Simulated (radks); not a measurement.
Task: Ge11+, configuration [Ar] 3d3. All-electron calculation, non-relativistic Kohn-Sham, PBE, spin-polarised, spherical densities, point nucleus; open shells are filled with parallel spins first. Program: a radial shooting solver on a logarithmic mesh with Libxc functionals. Some entries of the table are withheld. Estimate them.

orbital,occ.,eigenvalue (eV),r(max) (bohr)
1s up,1,-11115.92,0.03159
1s down,1,-11115.92,0.03159
2s up,1,-1656.567,0.1795
2s down,1,-1652.406,0.1793
2p up,3,-1509.609,0.1428
2p down,3,-1506.564,0.1426
3s up,1,(1),0.5290
3s down,1,(2),0.5302
3p up,3,(3),0.5173
3p down,3,(4),0.5188
3d up,3,(5),0.4437
3d down,0,(6),0.4468

Result: 
(1) 3s up eigenvalue (eV): -441.4328
(2) 3s down eigenvalue (eV): -435.4066
(3) 3p up eigenvalue (eV): -392.0451
(4) 3p down eigenvalue (eV): -385.9198
(5) 3d up eigenvalue (eV): -308.6728
(6) 3d down eigenvalue (eV): -301.8580
